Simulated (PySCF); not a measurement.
A PySCF script (with the pyscf-properties extension) for the NMR shieldings of `CCNCCCC#N`, C6H12N2, on a GFN2-xTB geometry:

```python
import basis_set_exchange as bse
import numpy as np
from pyscf import gto, dft
from pyscf.prop import nmr

atoms = """
C    -2.863513    0.446088    0.591655
C    -1.813741    0.410531   -0.509452
N    -0.617258   -0.268964   -0.047997
C     0.400551   -0.412000   -1.071458
C     1.676437   -0.993907   -0.466119
C     2.240800   -0.056201    0.608880
C     2.761256    1.148431    0.017619
N     3.177361    2.095830   -0.468986
H    -2.454975    0.919138    1.480455
H    -3.732754    1.008341    0.261476
H    -3.180473   -0.562515    0.850415
H    -1.524101    1.431040   -0.779122
H    -2.239577   -0.065021   -1.411865
H    -0.869999   -1.188305    0.307437
H     0.612842    0.584673   -1.471154
H     0.068791   -1.045294   -1.914620
H     2.415382   -1.149943   -1.254435
H     1.455315   -1.960863   -0.008562
H     3.045892   -0.544100    1.164863
H     1.436617    0.213718    1.298542
"""
names = dict.fromkeys(["C", "N", "H"], "pcSseg-1")
basis = {el: gto.basis.parse(bse.get_basis(n, elements=[el], fmt="nwchem")) for el, n in names.items()}
mol = gto.M(atom=atoms, basis=basis, charge=0, verbose=0)
mf = dft.RKS(mol, xc="PBE0")
mf.grids.level = 2
mf.grids.alignment = dft.numint.BLKSIZE   # the property module wants whole blocks of grid points
mf.conv_tol = 1e-9
mf.kernel()

calc = nmr.RKS(mf)   # GIAO
C = mf.mo_coeff
Co = C[:, mf.mo_occ > 0]
resp = mf.gen_response(singlet=True, hermi=2)
def vind(x):   # induced exchange potential for any number of trial vectors
    d = np.einsum("pi,xij,qj->xpq", C, 2 * x.reshape(-1, C.shape[1], Co.shape[1]), Co, optimize=True)
    return np.einsum("xpq,pi,qj->xij", resp(d - d.transpose(0, 2, 1)), C, Co, optimize=True).ravel()
mo1, _ = nmr.rhf.solve_mo1(calc, with_cphf=vind)
sigma = calc.kernel(mo1)
for i, s in enumerate(sigma):   # ppm
    w = np.linalg.eigvalsh((s + s.T) / 2)
    print("%2d %-2s iso %8.1f  s11 %8.1f  s22 %8.1f  s33 %8.1f" % (i, mol.atom_pure_symbol(i), w.mean(), *w))
```

**Question.** Give the expected output.

**Answer.** 
```
 0 C  iso    168.8  s11    154.8  s22    164.2  s33    187.3
 1 C  iso    137.4  s11    117.6  s22    126.6  s33    168.0
 2 N  iso    200.6  s11    148.8  s22    212.6  s33    240.4
 3 C  iso    135.8  s11    113.4  s22    131.2  s33    162.8
 4 C  iso    154.9  s11    147.9  s22    153.7  s33    163.1
 5 C  iso    172.9  s11    157.7  s22    174.5  s33    186.5
 6 C  iso     62.1  s11    -56.7  s22    -49.9  s33    292.8
 7 N  iso    -29.3  s11   -203.2  s22   -189.8  s33    305.0
 8 H  iso     30.2  s11     26.1  s22     28.9  s33     35.7
 9 H  iso     30.4  s11     26.1  s22     27.4  s33     37.6
10 H  iso     30.8  s11     26.8  s22     29.0  s33     36.5
11 H  iso     29.0  s11     24.5  s22     28.8  s33     33.7
12 H  iso     28.8  s11     24.2  s22     27.9  s33     34.2
13 H  iso     32.4  s11     23.9  s22     34.3  s33     39.1
14 H  iso     28.8  s11     24.8  s22     28.8  s33     32.8
15 H  iso     28.6  s11     23.7  s22     27.7  s33     34.4
16 H  iso     29.9  s11     25.3  s22     28.2  s33     36.1
17 H  iso     30.3  s11     25.8  s22     28.9  s33     36.2
18 H  iso     29.6  s11     24.0  s22     28.2  s33     36.7
19 H  iso     28.3  s11     23.2  s22     28.4  s33     33.2
```

These numbers come from an equivalent density-fitted implementation of the same equations, which agrees with the script to about 0.01 ppm for H and up to a few tenths of a ppm for heavy atoms, so last digits may differ.

**Question.** Turn these shieldings into chemical shifts. References, each an isolated molecule treated in the same way: 13C (σref 186.93) and 1H (σref 31.72) against TMS; 15N (σref 267.73) vs NH3.

**Answer.** Averaging equivalent atoms: C 6: 124.8; C 3: 51.1; C 1: 49.5; C 4: 32.1; C 0: 18.1; C 5: 14.0; N 7: 297.0; N 2: 67.1; H 14/15: 3.01; H 11/12: 2.85; H 18/19: 2.76; H 16/17: 1.63; H 8/9/10: 1.25; H 13: -0.72 ppm. Experimental scales use liquid or dissolved standards, which lie at an offset from isolated NH3 (liquid NH3: subtract about 20 ppm). Unscaled 15N shifts of sp2 nitrogen come out 20 to 40 ppm too high even then.

Size and cost of the density-fitted run: 196 basis functions, 47 s wall time on 1 thread of an Arm Neoverse N1, shared host; peak memory 0.91 GiB.
